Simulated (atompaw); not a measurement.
**PBE PAW (atompaw) dataset for phosphorus (P), scalar-relativistic all-electron reference.**

```
Element                 : P (Z = 15)
Generator               : atompaw 4.2.0.5
Type                    : PAW
Functional              : PBE
Relativity              : scalar-relativistic
Frozen core             : [Ne]
Valence charge          : 5
Reference configuration : 3s2 3p3
Partial waves           : 3s (bound): rc 1.60 bohr; 3s channel at -0.7 Ry: rc 1.60 bohr; 3p (bound): rc 1.60 bohr; 3p channel at 0.25 Ry: rc 1.60 bohr
Local potential         : bessel scheme, radius 1.25 bohr
Core correction         : smooth core density matched at 0.85 bohr
Augmentation charge     : sinc compensation charge, radius 1.55 bohr; PAW radius 1.60 bohr; waves and projectors: custom polynom2 7 10 vanderbiltortho
```

Problem. Does the generator finish with these settings?

Solution. Yes, a potential is produced.

Problem. Estimate the cutoffs (Ry, on a coarse ladder) from which the occupation-weighted sum of valence levels, in a spherical-Bessel basis at the reference potential, stays within 10 and 1 mRy of its value at 400 Ry.

Solution. 15 Ry and 18 Ry.

Problem. What does a ghost test show?

Solution. No extra level below or beside the all-electron valence levels (s, p, d, f tested).

Problem. Is the overlap operator S = 1 + Σ q|β⟩⟨β| positive definite (Bessel basis up to 400 Ry)?

Solution. Yes: its lowest eigenvalue is 0.20 (s channel).

Problem. Which valence shell sets the plane-wave cutoff?

Solution. 3s: its level needs 18 Ry to come within 1 mRy, against 10 Ry for 3p.
